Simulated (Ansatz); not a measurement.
TlO, multiplicity 2 (lowest of 2S+1 = 2, 4 at CCSD(T)/def2-TZVPP on PBE0 minima; our sources give no spin for the ground state, which may be another), most abundant isotopes (15.9949 and 204.9744 u). Constants from fifth-degree fits in 1/R to seven points on the lowest solution found; no spin–orbit coupling, no relativity up to Kr; ω_e x_e and α_e move by some per cent with the fit.

Correlated levels freeze the inner cores; with def2 sets outer-core shells near the valence are correlated too. CBS(a, b) extrapolates the correlation energy as X⁻³ and adds the Hartree–Fock energy of set b.

Programs: Ansatz (Gaussian basis) for Hartree–Fock, density functionals and correlated methods. Each number belongs to the level named beside it. In def2 rows elements past Kr take small-core potentials, without spin–orbit coupling.

```tsv
level	r_e (Å)	ω_e (cm⁻¹)	ω_e x_e (cm⁻¹)	α_e (cm⁻¹)
PBE/def2-TZVPP	2.0143	504.9	3.40	0.00257
CCSD(T)/CBS(def2-TZVPP, def2-QZVPP)	2.0159	511.9	2.86	0.00232
```

Question: Derive the rotational constants, the centrifugal constant, the fundamental, the zero-point energy and the force constant.

Answer: 
μ = 14.83712 u.
- PBE/def2-TZVPP: B_e = 16.8576/(μ r_e²) = 0.28003 cm⁻¹; B₀ = B_e − α_e/2 = 0.27875 cm⁻¹; D = 4B_e³/ω_e² = 3.45e-07 cm⁻¹; fundamental ω_e − 2ω_e x_e = 498 cm⁻¹; zero-point energy ω_e/2 − ω_e x_e/4 = 252 cm⁻¹; k = μ(2πcω_e)² = 223 N/m
- CCSD(T)/CBS(def2-TZVPP, def2-QZVPP): B_e = 16.8576/(μ r_e²) = 0.27959 cm⁻¹; B₀ = B_e − α_e/2 = 0.27843 cm⁻¹; D = 4B_e³/ω_e² = 3.34e-07 cm⁻¹; fundamental ω_e − 2ω_e x_e = 506 cm⁻¹; zero-point energy ω_e/2 − ω_e x_e/4 = 255 cm⁻¹; k = μ(2πcω_e)² = 229 N/m

Ansatz is a first-principles code.
